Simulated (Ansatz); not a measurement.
Geometry optimisation, RHF/def2-SVP in Ansatz 0.2.0.

Input:

```yaml
crystal:
  periodic: [false, false, false]
  atoms:
    - { symbol: B, position_ang: [0.06626, -0.373077, 0.07421] }
    - { symbol: Cl, position_ang: [-0.206718, -1.318081, 1.603407] }
    - { symbol: F, position_ang: [1.270392, -0.332702, -0.413134] }
    - { symbol: H, position_ang: [-0.854139, 0.107982, -0.501255] }
    - { symbol: Si, position_ang: [0.075408, 2.628971, 1.068588] }
    - { symbol: H, position_ang: [0.725195, 3.51376, 2.059876] }
    - { symbol: H, position_ang: [0.766712, 2.731147, -0.2339] }
    - { symbol: H, position_ang: [-1.345675, 3.007056, 0.905737] }
    - { symbol: H, position_ang: [0.145064, 1.241743, 1.543171] }
basis:
  gaussian: { orbitals: def2-SVP }
hamiltonian:
  xc: hf
relax:
  f_tol: 0.03
  max_steps: 50
```

Launched with:

```bash
$ ansatz run input.yaml --threads 1 --pin off --max-ram 2048MiB --backend cpu --events-out ev --progress --plain --runs-dir out
```

**Question.** Where does it end, and by what steps?

**Answer.** The run converged. The force dipped under the threshold on the way, but the program's further checks kept it going. After 19 steps the energy has fallen by 0.320 eV; H4 moved furthest, 0.84 Å.

```json
{"step": "0", "energy less start (eV)": "0.0000", "largest force component (eV/Å)": "1.033", "accepted": "yes"}
{"step": "1", "energy less start (eV)": "-0.1473", "largest force component (eV/Å)": "0.836", "accepted": "yes"}
{"step": "2", "energy less start (eV)": "-0.1734", "largest force component (eV/Å)": "0.990", "accepted": "yes"}
{"step": "3", "energy less start (eV)": "-0.2699", "largest force component (eV/Å)": "0.612", "accepted": "yes"}
{"step": "4", "energy less start (eV)": "-0.3048", "largest force component (eV/Å)": "0.520", "accepted": "yes"}
{"step": "5", "energy less start (eV)": "-0.3090", "largest force component (eV/Å)": "0.700", "accepted": "yes"}
{"step": "6", "energy less start (eV)": "-0.3157", "largest force component (eV/Å)": "0.023", "accepted": "yes"}
{"step": "7", "energy less start (eV)": "-0.3166", "largest force component (eV/Å)": "0.086", "accepted": "yes"}
{"step": "8", "energy less start (eV)": "-0.3144", "largest force component (eV/Å)": "0.273", "accepted": "no"}
{"step": "9", "energy less start (eV)": "-0.3176", "largest force component (eV/Å)": "0.047", "accepted": "yes"}
{"step": "10", "energy less start (eV)": "-0.3179", "largest force component (eV/Å)": "0.041", "accepted": "yes"}
{"step": "11", "energy less start (eV)": "-0.3181", "largest force component (eV/Å)": "0.012", "accepted": "yes"}
{"step": "12", "energy less start (eV)": "-0.3184", "largest force component (eV/Å)": "0.037", "accepted": "yes"}
{"step": "13", "energy less start (eV)": "-0.3181", "largest force component (eV/Å)": "0.136", "accepted": "no"}
{"step": "14", "energy less start (eV)": "-0.3186", "largest force component (eV/Å)": "0.071", "accepted": "yes"}
{"step": "15", "energy less start (eV)": "-0.3182", "largest force component (eV/Å)": "0.106", "accepted": "no"}
{"step": "16", "energy less start (eV)": "-0.3189", "largest force component (eV/Å)": "0.067", "accepted": "yes"}
{"step": "17", "energy less start (eV)": "-0.3189", "largest force component (eV/Å)": "0.066", "accepted": "yes"}
{"step": "18", "energy less start (eV)": "-0.3189", "largest force component (eV/Å)": "0.082", "accepted": "yes"}
{"step": "19", "energy less start (eV)": "-0.3198", "largest force component (eV/Å)": "0.007", "accepted": "yes"}
```

```xyz
9
Properties=species:S:1:pos:R:3
B 0.051 -1.171 -0.094
Cl -0.107 -2.063 1.409
F 1.237 -1.011 -0.606
H -0.905 -0.722 -0.640
Si 0.074 3.238 1.208
H 0.762 3.995 2.278
H 0.815 3.388 -0.066
H -1.305 3.750 1.041
H 0.020 1.803 1.576
```

Whether the end is a true minimum wasn't checked by a vibrational analysis.

Time of the run: 43 s on 1 thread of Arm Neoverse V1 (shared host), peak memory 0.16 GiB.
